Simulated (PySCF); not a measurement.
PySCF input file for CH7ClFNSi2, SMILES CN[SiH2][Si@@H](F)Cl, SMD-B3LYP/6-31G*. Geometry: B3LYP-D3(BJ)/def2-SVP. The structure was generated by enumeration; whether it is a known compound was not checked. Other conformers were not sampled.

```python
import numpy as np
from pyscf import gto, scf, dft
from pyscf.solvent import smd

mol = gto.M(
    atom='''
    C    -3.23981694   -1.09131682   -0.57722407
    N    -1.78601819   -1.06723537   -0.56566140
    Si   -0.81189682    0.26703453   -1.09203697
    Si    1.26788874    0.00799053   -0.04164788
    F     2.30342645    1.15376709   -0.56214447
    Cl    1.01455405    0.25934429    2.00336815
    H    -3.63242896   -1.71719040    0.24222928
    H    -3.67469961   -1.46490954   -1.52531492
    H    -3.62867946   -0.07286640   -0.41859290
    H    -1.36765120   -1.99284298   -0.56742259
    H    -1.45224144    1.52647335   -0.61665554
    H    -0.59895939    0.40428455   -2.57260036
    H     1.93354505   -1.30750764   -0.24503940
    ''',
    basis='6-31G*',
    charge=0,
    spin=0,
    max_memory=1600,
    verbose=3,
)
mf = dft.RKS(mol, xc='b3lyp').density_fit(auxbasis='def2-universal-jkfit')
mf.grids.level = 3
mf.conv_tol = 1e-9
mf.max_cycle = 100
mf.kernel()
res = {}
for name in ['water', 'acetonitrile', '2-propanol']:
    s = mf.SMD()
    s.with_solvent.solvent, s.with_solvent.sasa_ng = name, 194
    s.kernel(mf.make_rdm1())
    res[name] = (s.e_tot, s.with_solvent.get_cds(), s.dip_moment(), s.mo_energy, s.converged)
    print(f'SMD {name}: dG(solv) = {(s.e_tot - mf.e_tot) * 627.509474:.3f} kcal/mol, of which CDS {res[name][1] * 627.509474:.3f}')
```

It prints:

```
converged SCF energy = -1236.205119827
converged SCF energy = -1236.2059915744
Dipole moment(X, Y, Z, Debye): -2.25976, -2.68397, -1.88939
SMD water: dG(solv) = -0.547 kcal/mol, of which CDS 4.331
converged SCF energy = -1236.21278364964
Dipole moment(X, Y, Z, Debye): -2.25780, -2.66487, -1.87745
SMD acetonitrile: dG(solv) = -4.809 kcal/mol, of which CDS -0.063
converged SCF energy = -1236.21347680203
Dipole moment(X, Y, Z, Debye): -2.25432, -2.63627, -1.85953
SMD 2-propanol: dG(solv) = -5.244 kcal/mol, of which CDS -0.696
```

The calculation finished and met its thresholds.
